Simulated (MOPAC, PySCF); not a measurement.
C₉H₇NSSi, SMILES `N#Cc1cc2cccc([SiH3])c2s1`, neutral singlet in the gas phase. 

Cartesian coordinates (Å):
```xyz
19

N      4.5717     2.5384    -0.1968
C      3.5953     1.8838    -0.1677
C      2.4150     1.0996    -0.1317
C      2.3105    -0.2734    -0.2787
C      0.9592    -0.7393    -0.1878
C      0.4613    -2.0618    -0.2869
C     -0.9086    -2.2867    -0.1663
C     -1.8026    -1.2121     0.0533
C     -1.3610     0.1197     0.1595
Si    -2.5775     1.5354     0.4526
C      0.0334     0.3292     0.0345
S      0.8513     1.8751     0.1253
H      3.1817    -0.9200    -0.4464
H      1.1583    -2.8960    -0.4577
H     -1.3041    -3.3104    -0.2419
H     -2.8789    -1.4276     0.1437
H     -3.9625     0.9612     0.5391
H     -2.2395     2.2566     1.7295
H     -2.5031     2.5284    -0.6757
```
Charge 0, spin multiplicity 1.

All levels are single points at this geometry (PBE-D3(BJ)/def2-SVP); Pople sets use spherical d functions. Orbital energies aren't observables, and empty levels follow the basis.

BP86/6-31G* in PySCF gives gap (eV) = 3.21.

Question: Estimate the gap (eV) from each of these levels: PBE-D3(BJ)/def2-TZVP in PySCF; B3LYP/6-311+G** in PySCF; B3LYP/6-31G* in PySCF; PM3 in MOPAC; PM6 in MOPAC.

Answer: 
| level | gap (eV) |
|---|---|
| PBE-D3(BJ)/def2-TZVP in PySCF | 3.16 |
| B3LYP/6-311+G** in PySCF | 4.45 |
| B3LYP/6-31G* in PySCF | 4.53 |
| PM3 in MOPAC | 7.82 |
| PM6 in MOPAC | 7.80 |
